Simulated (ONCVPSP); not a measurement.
Before and after: ONCV potential for Lu (Z = 71)

lutetium, optimised norm-conserving Vanderbilt (ONCV), made with ONCVPSP 4.0.1 (PBE, fully relativistic). Core [Kr] 4d10 5s2, reference 4f13.5 5p6 5d1.5 6s2. Waves: 6s: rc 2.75 bohr, ncon 4, nbas 7, qcut 2 1/bohr, 1 projector; 5p: rc 2.20 bohr, ncon 5, nbas 9, qcut 7.3 1/bohr, 2 projectors, debl 2.6 Ha; 5d: rc 2.40 bohr, ncon 4, nbas 9, qcut 5.2 1/bohr, 2 projectors, debl 1.5 Ha; 4f: rc 0.55 bohr, ncon 3, nbas 6, qcut 19.6 1/bohr, 2 projectors, debl 3.1 Ha. Local part: polynomial inside 0.55 bohr (lpopt 4, dvloc0 6 Ha). Core correction: Teter function, fcfact 5.75, rcfact 1.1.

Open shells are filled in proportion to 2j + 1.

Change: f: debl 0.25. In the f channel the program set the typed energies aside and used -0.456, 0.250 Ha (j = l + 1/2; the other j can differ).

Cutoffs: the cutoffs (Ha) at which the residual kinetic energy of the hardest occupied pseudo-wave falls to 1 and 0.1 mHa per electron; they do not see the model core or the augmentation charge, which bear on the density cutoff. Errors are all-electron minus pseudo energies relative to the spin-unpolarised reference configuration.

Question: What does the change do?

Answer: Both files keep a bound ghost (d, p, s); the errors of the 4 common tests hardly move.

| quantity | base | changed |
| --- | --- | --- |
| bound ghosts | s, p3/2, p1/2, d3/2 | s, p3/2, p1/2, d3/2 |
| GHOST(+) flags under 300 eV | none | none |
| error for 4f14 5p6 5d1 6s2, meV [ΔE -4.64 eV] | -61 | -60 |
| error for 4f14 5p6 5d1 6s1, meV [ΔE 2.72 eV] | -107 | -106 |
| error for 4f14 5p6 5d1 6s0, meV [ΔE 16.00 eV] | -179 | -178 |
| error for 4f14 5p6 5d1 6s0 6p2, meV [ΔE 2.34 eV] | -198 | -197 |
| s: phases at 2.79 bohr within 0.05 rad from the reference energy up to (Ha; the scan ends near 5) | 0.5 | 0.5 |
| p3/2: phases at 2.23 bohr within 0.05 rad from the reference energy up to (Ha; the scan ends near 5) | to the end of the scan | to the end of the scan |
| p1/2: phases at 2.23 bohr within 0.05 rad from the reference energy up to (Ha; the scan ends near 5) | to the end of the scan | to the end of the scan |
| d5/2: phases at 2.44 bohr within 0.05 rad from the reference energy up to (Ha; the scan ends near 5) | to the end of the scan | to the end of the scan |
| d3/2: phases at 2.44 bohr within 0.05 rad from the reference energy up to (Ha; the scan ends near 5) | to the end of the scan | to the end of the scan |
| f7/2: phases at 0.56 bohr within 0.05 rad from the reference energy up to (Ha; the scan ends near 5) | to the end of the scan | to the end of the scan |
| f5/2: phases at 0.56 bohr within 0.05 rad from the reference energy up to (Ha; the scan ends near 5) | to the end of the scan | to the end of the scan |
| rms error of d²Exc/dni dnj with the model core, mHa | 5.18 | 5.18 |

Base: These tests converged, but a pseudo level misses the all-electron one widely, so the file describes the atom poorly there or has found another state: 4f14 5p6 5d1 6s0 6p2: empty 6s by 10.3 eV. Changed file: These tests converged, but a pseudo level misses the all-electron one widely, so the file describes the atom poorly there or has found another state: 4f14 5p6 5d1 6s0 6p2: empty 6s by 10.3 eV. A true bound ghost makes a file unfit for plane-wave use even where its test errors are small: the radial tests pick states by their node count and pass the ghost by.
